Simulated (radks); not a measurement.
Species: Ne2+. Configuration: [He] 2s2 2p4.

Method: Dirac Kohn-Sham, RPBE, spin-unpolarised, spherical densities, finite nucleus; open shells are shared between the two j in proportion to 2j + 1; Fermi nuclear charge, rms radius 3.0055 fm; computed with a radial shooting solver on a logarithmic mesh with Libxc functionals.

Energy parts (Ry):
| part | energy |
|---|---|
| total | -253.38731 |
| kinetic | 253.50651 |
| electron-nucleus | -586.82076 |
| Hartree | 102.37975 |
| exchange-correlation | -22.45282 |

Orbitals (lengths in bohr, moments of r in powers of bohr):
orbital,occ.,eigenvalue (Ry),<r^2>,<1/r>
1s1/2,2,-64.81991,0.03356,9.638
2s1/2,2,-5.75010,0.8206,1.760
2p1/2,1.33333,-4.03138,0.8329,1.639
2p3/2,2.66667,-4.02146,0.8360,1.634

The highest occupied level is 2p3/2 at -54.715 eV. The density falls to 0.001 e/bohr^3 at r = 2.38 bohr. For comparison, the ionisation energy in NIST's Atomic Spectra Database is 63.423 eV (measured). In exact Kohn-Sham theory the highest level is minus the ionisation energy, but local and semilocal functionals leave it too shallow, through self-interaction and a potential that decays too fast; potentials with the right tail come closer. Summed over all electrons, <r^2> = 5.048 bohr^2, which gives a Langevin (diamagnetic) susceptibility term of -4 x 10^-6 cm^3/mol. The electron density at the nucleus is 654.3 e/bohr^3.

Beside tabulated values, note that spin-unpolarised runs miss the spin-polarisation part of the exchange energy of open shells.
